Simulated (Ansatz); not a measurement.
The cluster Na3Sb⁻. The state is a doublet with charge -1. Geometry r2SCAN-D4/def2-TZVP, that of the neutral singlet; atoms count from 1.

```xyz
4

Na    1.5998    1.1918    1.2428
Na   -1.7555   -0.9992    1.2017
Na    0.7634   -1.1331   -1.9125
Sb   -0.6077    0.9405   -0.5320
```

In the def2 sets Sb takes a core potential; there is no spin–orbit coupling. The highest occupied level of the charge -1 doublet lies above zero (up to 0.28 eV). By energy differences its removal costs 0.54 eV (vertical, to the charge 0 singlet, at PBE0-D4/def2-TZVPD); a positive level beside a positive removal energy at the same level points to self-interaction error. The structure comes from a short search, and lower isomers may exist.

**Question.** Estimate the Mulliken populations from the PBE0/def2-TZVPD orbitals of Ansatz.

**Answer.** 
| atom | charge (e) | spin (α − β) |
| --- | --- | --- |
| Na1 | -0.06 | 0.24 |
| Na2 | -0.06 | 0.24 |
| Na3 | -0.06 | 0.24 |
| Sb4 | -0.83 | 0.27 |
Mulliken values and Mayer orders depend strongly on the basis. With diffuse functions, as here, like atoms can get unlike values, and bond orders can come out too low or too high.

**Question.** Where does the spin sit?

**Answer.** Summed by element: Na 0.73, Sb 0.27, of 1 unpaired in all. Largest on single atoms: Sb4 0.27, Na1 0.24, Na3 0.24.

**Question.** And the Mayer bond orders between bonded heavy atoms (over 0.3)?

**Answer.** Na1–Sb4 1.05 (2.84 Å); Na2–Sb4 1.05 (2.84 Å); Na3–Sb4 1.05 (2.84 Å).
